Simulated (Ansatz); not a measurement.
Reaction (ligand exchange at the Al–Cl bond): `C[O][Al]([F])[Cl]` + HBr → `C[O][Al]([F])[Br]` + HCl

Computed with Ansatz on PBE0-D4/def2-TZVP structures; ΔE is electronic, products minus reactants. CCSD(T)/CBS adds triple-zeta CCSD(T) − MP2 to the extrapolated MP2 energy (def2 sets, frozen cores). This one scheme is used for every species. DFT in def2-TZVPP. B3LYP here is the variant with VWN-RPA as its local correlation; programs differ in this. HSE06 is defined as in plane-wave codes. For Br outer-core shells are correlated without core-valence functions, which leaves a few kJ/mol of doubt a bond. Scalar relativity is left out up to krypton. One conformer a species, not always the lowest.

`C[O][Al]([F])[Cl]`:

```xyz
8

C    -0.429    0.220   -1.213
O     0.540    0.341   -0.208
Al    0.694   -0.147    1.375
F     2.056    0.231    2.195
Cl   -0.796   -1.223    2.341
H    -0.001   -0.296   -2.077
H    -0.754    1.214   -1.534
H    -1.310   -0.340   -0.879
```

HBr:

Z-matrix (Å, degrees):
```
Br
H 1 1.420
```

`C[O][Al]([F])[Br]`:

Cartesian coordinates in Å:
```
C -0.572 1.102 -0.423
O -0.652 -0.191 0.111
Al 0.426 -1.382 0.546
F -0.146 -2.789 1.151
Br 2.632 -1.113 0.325
H 0.462 1.417 -0.600
H -1.037 1.814 0.264
H -1.112 1.142 -1.374
```

HCl:

Cartesian coordinates in Å:
```
Cl -0.067 0.568 -0.286
H 0.067 -0.568 0.286
```

```tsv
level	ΔE (kcal/mol)	difference from CCSD(T)/CBS
LDA (SPW92)	0.1	0.4
PBE-D4	0.0	0.3
BLYP-D4	0.7	1.0
r2SCAN-D4	0.3	0.6
B97M-V	1.1	1.4
PBE0-D4	-0.2	0.1
B3LYP-D4	0.4	0.7
r2SCANh-D4	0.2	0.5
r2SCAN0-D4	0.0	0.3
HSE06-D4	-0.2	0.1
BHLYP-D4	0.1	0.4
CAM-B3LYP-D4	0.6	0.9
ωB97X-V	0.3	0.6
ωB97M-V	0.2	0.5
PBE-QIDH	-0.3	0.0
PBE	0.2	0.5
revPBE	0.2	0.5
BLYP	1.0	1.3
r2SCAN	0.3	0.6
PBE0	-0.1	0.2
r2SCANh	0.2	0.5
r2SCAN0	0.1	0.4
HSE06	-0.1	0.2
BHLYP	0.5	0.8
CAM-B3LYP	0.8	1.1
LC-ωPBE	0.2	0.5
RPA@PBE/def2-TZVPP	0.1	0.4
HF/def2-SVP	1.2	1.5
MP2/def2-SVP	0.5	0.8
CCSD/def2-SVP	1.0	1.3
CCSD(T)/def2-SVP	0.9	1.2
HF/def2-TZVPP	0.1	0.4
MP2/def2-TZVPP	-0.3	0.0
SCS-MP2/def2-TZVPP	0.0	0.3
CCSD/def2-TZVPP	0.0	0.3
CCSD(T)/def2-TZVPP	-0.1	0.2
HF/def2-QZVPP	0.2	0.5
MP2/def2-QZVPP	-0.4	-0.1
HF/CBS(def2)	0.2	0.5
CCSD/CBS(def2)	-0.3	0.0
CCSD(T)/CBS	-0.3	0
```

(1) What do rigid-rotor, harmonic-oscillator terms from PBE0-D4/def2-TZVP frequencies (298.15 K, 1 bar) make of the CCSD(T)/CBS value? (An estimate is asked.)

Largest T1 diagnostic among the species: 0.011.

Results:

(1) Computed: ΔZPE = +0.2 kcal/mol, ΔH = 0.0 kcal/mol, ΔS = 0 J/(mol·K), ΔG = +0.1 kcal/mol.

Leaving LDA and LC-ωPBE aside and taking each functional with its dispersion term where it has one, the values spread over 1.5 kcal/mol, from PBE-QIDH to B97M-V. At CCSD(T), def2-SVP lies +1.2 kcal/mol from the extrapolated value and def2-TZVPP +0.2 kcal/mol.
